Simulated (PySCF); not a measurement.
TaO at PBE0

Level: PBE0. PySCF, scalar-relativistic core potentials, basis sets Ta cc-pVDZ-PP with ECP60, O cc-pVDZ.

| Property | Result |
| --- | --- |
| state | ⁴Σ⁻ (quartet), unpaired electrons σ ↑, δ ↑↑, a second solution, started from another occupation |
| bond length | 1.694 Å |
| harmonic wavenumber | 1011 cm⁻¹ |
| force constant | 8.86 mdyn/Å |
| rotational constant Be | 0.3996 cm⁻¹ |
| anharmonicity ωexe | 3.05 cm⁻¹ |
| vibration–rotation constant αe | 0.00168 cm⁻¹ |
| bond order (Mayer) | 2.56 |
| dipole moment (positive dipole means Ta(−)O(+)) | -4.37 D |

De is left out where the level can put another filling of the metal’s s and d shells below the measured ground configuration, by anything from nothing to about 1 eV. These are scalar-relativistic numbers at best; spin–orbit coupling would shift them, the dissociation energy most.
